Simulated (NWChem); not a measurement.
System: C2H4GeO2; SMILES [OH][Ge@@H]1[CH]=C[O]1

Here is an NWChem input.

```
start job
memory heap 200 mb stack 900 mb global 1100 mb
geometry units angstroms noautoz
  O     -0.406522     1.794462    -0.718161
  Ge     0.081471     0.401474     0.283745
  C      0.997176    -1.137738    -0.436909
  C     -0.175394    -1.814968    -0.245907
  O     -1.192633    -1.050194     0.229551
  H     -0.467537     1.537248    -1.658049
  H      0.208272     0.996301     1.701100
  H      1.978967    -1.482880    -0.776850
  H     -0.401578    -2.885925    -0.416946
end
basis spherical
  * library sto-3g
end
dft
  xc xpbe96 cpbe96
  iterations 150
  mulliken
end
task dft energy
```

NWChem printed, in part:

```
             Northwest Computational Chemistry Package (NWChem) 7.3.0
             --------------------------------------------------------

 C1  symmetry detected

                             Geometry "geometry" -> ""
                             -------------------------

 Output coordinates in angstroms (scale by  1.889725989 to convert to a.u.)

  No.       Tag          Charge          X              Y              Z
 ---- ---------------- ---------- -------------- -------------- --------------
    1 O                    8.0000    -0.22463576     1.82748641    -0.71076901
    2 Ge                  32.0000     0.10071767     0.40423739     0.31435329
    3 C                    6.0000     1.10643135    -1.12365638    -0.30298943
    4 C                    6.0000    -0.08487691    -1.79507197    -0.30831756
    5 O                    8.0000    -1.15807505    -1.03393931     0.03026418
    6 H                    1.0000    -0.14535020     1.59568554    -1.65588989
    7 H                    1.0000     0.01658123     0.96034700     1.75047864
    8 H                    1.0000     2.12635668    -1.46857021    -0.50144146
    9 H                    1.0000    -0.28819332    -2.85906571    -0.54057212

 Effective nuclear repulsion energy (a.u.)     368.6879891652

  pbe96 is a nonlocal functional; adding pw91lda local functional.

                                 NWChem DFT Module
                                 -----------------

 Summary of "ao basis" -> "ao basis" (spherical)
 ------------------------------------------------------------------------------
       Tag                 Description            Shells   Functions and Types
 ---------------- ------------------------------  ------  ---------------------
 O                           sto-3g                  3        5   2s1p
 Ge                          sto-3g                  8       18   4s3p1d
 C                           sto-3g                  3        5   2s1p
 H                           sto-3g                  1        1   1s

            General Information
            -------------------
          SCF calculation type: DFT
          Wavefunction type:  closed shell.
          No. of atoms     :     9
          No. of electrons :    64
           Alpha electrons :    32
            Beta electrons :    32
          Charge           :     0
          Spin multiplicity:     1
          Use of symmetry is: off; symmetry adaption is: off
          Maximum number of iterations: 150
          AO basis - number of functions:    42
                     number of shells:    24
          Convergence on energy requested:  1.00D-06
          Convergence on density requested:  1.00D-05
          Convergence on gradient requested:  5.00D-04

              XC Information
              --------------
          PerdewBurkeErnzerhof Exchange Functional  1.000
            Perdew 1991 LDA Correlation Functional  1.000 local
           PerdewBurkeErnz. Correlation Functional  1.000 non-local

             Grid Information
             ----------------
          Grid used for XC integration:  medium
          Radial quadrature: Mura-Knowles
          Angular quadrature: Lebedev.
          Tag              B.-S. Rad. Rad. Pts. Rad. Cut. Ang. Pts.
          ---              ---------- --------- --------- ---------
          O                   0.60       49          11.0       434
          Ge                  1.25      112           9.0       590
          C                   0.70       49          10.0       434
          H                   0.35       45          11.0       434
          Grid pruning is: on
          Number of quadrature shells:   488
          Spatial weights used:  Erf1

      Superposition of Atomic Density Guess
      -------------------------------------

 Sum of atomic energies:       -2275.39989490

      Non-variational initial energy
      ------------------------------

 Total energy =   -2275.952249
 1-e energy   =   -3931.930519
 2-e energy   =    1287.290281
 HOMO         =      -0.059619
 LUMO         =       0.264958

     ---------------------------------------------
      Total Density - Mulliken Population Analysis
     ---------------------------------------------

    Atom       Charge   Shell Charges
 -----------   ------   -------------------------------------------------------
    1 O    8     8.80   2.00  1.84  4.96
    2 Ge  32    30.69   2.00  2.00  6.00  2.00  5.93  1.20  1.60  9.97
    3 C    6     6.49   1.99  1.36  3.13
    4 C    6     5.63   1.99  1.21  2.42
    5 O    8     8.76   2.00  1.86  4.89
    6 H    1     0.65   0.65
    7 H    1     1.12   1.12
    8 H    1     0.90   0.90
    9 H    1     0.96   0.96

   convergence    iter        energy       DeltaE   RMS-Dens  Diis-err
 ---------------- ----- ----------------- --------- --------- ---------
 d= 0,ls=0.0,diis     1  -2278.1971756094 -2.65D+03  9.26D-02  1.11D+00
 d= 0,ls=0.0,diis     2  -2276.7846872769  1.41D+00  7.51D-02  1.11D+01
 d= 0,ls=0.0,diis     3  -2278.2934173850 -1.51D+00  2.99D-02  7.23D-01
 d= 0,ls=0.0,diis     4  -2278.3788507141 -8.54D-02  1.27D-02  2.28D-01
 d= 0,ls=0.0,diis     5  -2278.4155473758 -3.67D-02  3.97D-03  1.11D-02
  Resetting Diis
 d= 0,ls=0.0,diis     6  -2278.4173723052 -1.82D-03  1.26D-03  2.91D-03
 d= 0,ls=0.0,diis     7  -2278.4178133664 -4.41D-04  1.02D-03  1.10D-04
 d= 0,ls=0.0,diis     8  -2278.4176546346  1.59D-04  8.00D-04  1.08D-03
 d= 0,ls=0.0,diis     9  -2278.4178297485 -1.75D-04  1.50D-04  2.47D-05
 d= 0,ls=0.0,diis    10  -2278.4178335783 -3.83D-06  4.65D-05  2.59D-06
 d= 0,ls=0.0,diis    11  -2278.4178340417 -4.63D-07  6.82D-06  2.72D-08

         Total DFT energy =    -2278.417834041697
      One electron energy =    -3921.989550228372
           Coulomb energy =     1383.627714067286
    Exchange-Corr. energy =     -108.743987045842
 Nuclear repulsion energy =      368.687989165230

 Numeric. integr. density =       64.000025276874

[...]
```

Level: PBE/STO-3G. The geometry was optimised at PBE-D3(BJ)/def2-SVP.
